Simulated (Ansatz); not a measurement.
Energy difference 2 R1 + R2 → P1 + 2 P2, each structure at its B3LYP-D3(BJ)/def2-TZVP stationary point, reached from a drawn start (curvature not checked).
R1, H2 (SMILES [H][H]) (charge 0, multiplicity 1):
```csv
atom,x (Å),y (Å),z (Å)
H,0.0000,0.0000,0.3720
H,0.0000,0.0000,-0.3720
```
P1: NH3 (SMILES N), charge 0, multiplicity 1.
P2, SiH4 (SMILES [SiH4]) (charge 0, multiplicity 1):
```xyz
5

Si     0.00000     0.00000     0.00000
H      0.85468     0.85468     0.85468
H     -0.85468    -0.85468     0.85468
H     -0.85468     0.85468    -0.85468
H      0.85468    -0.85468    -0.85468
```
R2: H7NSi2 (SMILES [SiH3]N[SiH3]), charge 0, multiplicity 1.

P less R. No zero-point or thermal terms.

Frozen-core correlation throughout.

The values were computed with Ansatz (an electronic-structure program) with Gaussian orbitals. Each number belongs to the level named beside it.

Total energies in hartree:

```tsv
structure	PBE/def2-TZVPP	r2SCAN/def2-TZVPP	CCSD(T)/cc-pV(Q+d)Z
R1	-1.166122	-1.171285	-1.173794
P1	-56.510610	-56.548531	-56.492970
P2	-291.721620	-291.854203	-291.452235
R2	-637.635000	-637.934384	-637.071528
```

Q: Work out the reaction energy at each level in meV (1 hartree = 27211.38625 meV), and say how far PBE/def2-TZVPP lies from CCSD(T)/cc-pV(Q+d)Z.

A: 
- PBE/def2-TZVPP: 2 × (-291.721620) + (-56.510610) − (-637.635000) − 2 × (-1.166122) = 0.013394 hartree = 364.5 meV
- r2SCAN/def2-TZVPP: 2 × (-291.854203) + (-56.548531) − (-637.934384) − 2 × (-1.171285) = 0.020017 hartree = 544.7 meV
- CCSD(T)/cc-pV(Q+d)Z: 2 × (-291.452235) + (-56.492970) − (-637.071528) − 2 × (-1.173794) = 0.021676 hartree = 589.8 meV
PBE/def2-TZVPP less CCSD(T)/cc-pV(Q+d)Z: -225.3 meV. CCSD(T)/cc-pV(Q+d)Z is the level counted from, the highest shown, and no exact or measured value.
